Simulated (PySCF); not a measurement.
Stepwise substitution at one centre (Al I-SH). All species are isolated molecules in the gas phase. One relaxed conformer stands for each flexible species; it need not be the lowest. Strings in code marks are SMILES.

Quantity: redistribution energy (mixed species minus the weighted end members), in kJ/mol.

Case: 1 of 3 I replaced by SH: `[SH][Al]([I])[I]` (H–S–Al–I torsion 180°). The other species in the difference include `[I][Al]([I])[I]` (neutral, multiplicity 1). Geometry of `[SH][Al]([I])[I]` (neutral, multiplicity 1, Å):

```xyz
5

S      1.6527    -0.6913     0.0452
Al    -0.4499    -0.1486    -0.0243
I     -2.1081    -1.9661    -0.1601
I     -1.1560     2.2167     0.0304
H      2.0613     0.5893     0.1088
```

Problem. Estimate the redistribution energy (mixed species minus the weighted end members) that B3LYP/LANL2DZ // B3LYP-D3(BJ)/def2-TZVP (PySCF) returns for this input.

Solution. -3.42 kJ/mol.
